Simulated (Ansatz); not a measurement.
`[F][Al]([SH])[O][SiH3]` + `[SH][AlH][SH]` → `[SiH3][S][AlH][SH]` + `[OH][Al]([F])[SH]`  (ligand exchange at the Si–O bond)

Calculated with Ansatz (gas phase, PBE0-D4/def2-TZVP geometries, no zero-point term in ΔE). CCSD(T)/CBS is the MP2 limit (def2-TZVPP, def2-QZVPP) plus CCSD(T) − MP2 in def2-TZVPP, frozen cores. This one scheme is used for every species. One conformer a species, not always the lowest.

```csv
species,CCSD(T)/CBS(def2) energy (Eh)
`[F][Al]([SH])[O][SiH3]`,-1106.47002
`[SH][AlH][SH]`,-1039.45300
`[SiH3][S][AlH][SH]`,-1329.75661
`[OH][Al]([F])[SH]`,-816.14836
```

Q: Work out ΔE.

A: ΔE = (-1329.75661) + (-816.14836) − (-1106.47002) − (-1039.45300) = 0.01805 Eh = +0.49 eV.

Largest T1 diagnostic among the species: 0.012.

From PBE to PBE0 (25 % exact exchange), in def2-TZVPP and without D4, ΔE moves by +0.05 eV. Leaving LDA and LC-ωPBE aside and taking each functional with its dispersion term where it has one, the values, not all of them listed here, spread over 0.30 eV, from revPBE-D4 to CAM-B3LYP-D4. In def2-TZVPP, CCSD(T) changes the Hartree–Fock value by −0.26 eV (the triples alone add −0.05 eV) and MP2 by −0.31 eV.
